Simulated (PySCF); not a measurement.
# Re (rhenium, neutral) across methods

[Xe] 4f14 5d6 6s1, 6s spin antiparallel (an excited configuration). All numbers are calculated (PySCF 2.14, scalar relativity through the core potential, in def2-QZVPPD with the def2 core potential (60 electrons)).

```
method  E (hartree)  mean ε 6s β (eV)  mean ε 5d α (eV)  mean ε 5d β (eV)  Σ⟨r²⟩ (bohr²)   ⟨S²⟩
  BP86     -78.1852            -4.937            -4.858            -3.133          54.90  4.750
   LDA     -77.9145            -5.062            -4.900            -2.986          55.07  4.743
   PBE     -78.1033            -4.737            -4.760            -2.945          55.07  4.748
r2SCAN     -78.0985            -4.867            -5.077            -3.013          54.95  4.736
  BLYP     -78.0634            -4.746            -4.530            -2.861          55.22  4.745
```

Energies and moments cover only the electrons outside the core potential. Spin-orbit coupling, absent here, splits the open shell strongly. With the s spin flipped the determinant is a mixture of two multiplicities, not a spectroscopic state.
